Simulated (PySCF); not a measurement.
Gas-phase reaction: SnH₄ + 6 Cl → SnHCl₃ + 3 HCl

Method: PySCF energies (xtb for GFN2) plus ideal-gas RRHO corrections (1 bar). † marks an energy on the PBE0/def2-TZVP geometry and frequencies; other levels use their own. MP2 and CCSD(T) freeze the core. Open shells (unrestricted): Cl (multiplicity 2, electronic degeneracy 6); the rest are closed-shell singlets. GFN2 has no spin-polarisation term. Spin-orbit splitting is ignored; it lowers the true energy and changes the entropy of Cl. Sn: scalar-relativistic def2 core potential, no spin-orbit coupling. SnHCl₃: computed as isolated molecules; such fragments, hydroxides, amides, oligomers or adducts are transient or little studied in the gas. MP2 isn't extrapolated to the basis-set limit; its ΔH°(298 K) is -1404.5 kJ in def2-SVP and -1543.2 kJ in def2-TZVPP. CCSD(T) isn't extrapolated to the basis-set limit; its ΔH°(298 K) is -1334.0 kJ in def2-SVP and -1442.2 kJ in def2-TZVPP. The harmonic model lacks anharmonicity and excited electronic states, which grow with temperature; levels with a mode under 35 cm⁻¹ are left out. Soft modes under 120 cm⁻¹ make the harmonic entropy rough for SnHCl₃.

```csv
level,"ΔE electronic, kJ","ΔH°(298 K), kJ","ΔS°(298 K), J/K","ΔG°(1600 K), kJ"
BLYP/def2-TZVP†,-1433,-1423,-332,-878
CCSD(T)/def2-SVP†,-1344,-1334,-332,-789
GFN2-xTB,-1389,-1392,-320,-873
MP2/def2-SVP†,-1414,-1404,-332,-859
PBE/def2-SVP,-1518,-1509,-329,-967
PBE/def2-TZVP†,-1542,-1532,-332,-987
PBE0/def2-QZVP†,-1514,-1504,-332,-959
PBE0/def2-SVP†,-1468,-1458,-332,-913
PBE0/def2-TZVP,-1503,-1493,-332,-948
ωB97M-V/def2-TZVP†,-1522,-1512,-332,-967
```
ΔH° is lowest at PBE/def2-TZVP† and highest at CCSD(T)/def2-SVP†. No reference value is set beside these.
